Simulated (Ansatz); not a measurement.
**Which is lower?**

Two relaxed structures of AlBH₃Br, singlet (PBE0-D4/def2-TZVP; forces vanish, vibrations not checked).

A:

| atom | x (Å) | y (Å) | z (Å) |
| --- | --- | --- | --- |
| B1 | -0.7291 | 0.2739 | -0.8795 |
| Al2 | 0.5168 | 0.0124 | 0.8051 |
| Br3 | 1.6652 | -1.9483 | 0.8327 |
| H4 | -1.8664 | -0.1029 | -0.8977 |
| H5 | -0.3386 | 0.7802 | -1.8929 |
| H6 | 0.7521 | 0.9846 | 2.0324 |

B:

B1  (-0.236, 0.764, 0.403)
Al2  (1.141, -0.778, 0.693)
Br3  (2.639, -2.448, 0.996)
H4  (-1.265, 0.167, 0.608)
H5  (0.017, 1.049, -0.743)
H6  (0.132, 1.536, 1.255)
(Å)

Program: Ansatz 0.2.0. Basis: def2-TZVPP. Cores are frozen in the correlated methods. Filled d shells of the heavier atoms are correlated. The def2 sets are not built for correlating such inner shells, so the correlated values are less sure here. B3LYP uses VWN-RPA correlation.

(1) Which structure is lower at CCSD(T), and by how much? (An estimate is asked for; the value comes from the calculation.)

(2) Do the other methods give the same order? (A judgement: the text doesn't fix the answer.)

T1 diagnostic: at most 0.011.

Answers

(1) Computed: B, by 9.32 kcal/mol (electronic energy, against the other). By their contacts, A is AlBH₃Br ([BH2][AlH][Br]) and B is AlBH₃Br ([BH3][Al][Br]).

(2) Computed: Not all: HF gives the other order.

```
   method  E(B) − E(A) (kcal/mol)
   PBE-D4                  -18.35
r2SCAN-D4                  -13.01
  PBE0-D4                  -13.92
 B3LYP-D4                  -11.75
  wB97M-V                  -12.47
       HF                    5.30
      MP2                  -10.57
     CCSD                   -6.88
  CCSD(T)                   -9.32
```

Labels in which every atom is bracketed show which atoms are joined, not bond orders.

For scale, one of the runs: CCSD(T)/def2-TZVPP, 163 basis functions, launched by `ansatz run in.yaml --threads 2 --pin off --events-out ev --progress --plain --max-ram 4352MiB`. Time: 27 s of wall clock on 2 CPU threads of an Arm Neoverse V2; the host was shared. Peak host memory: 1.2 GiB.
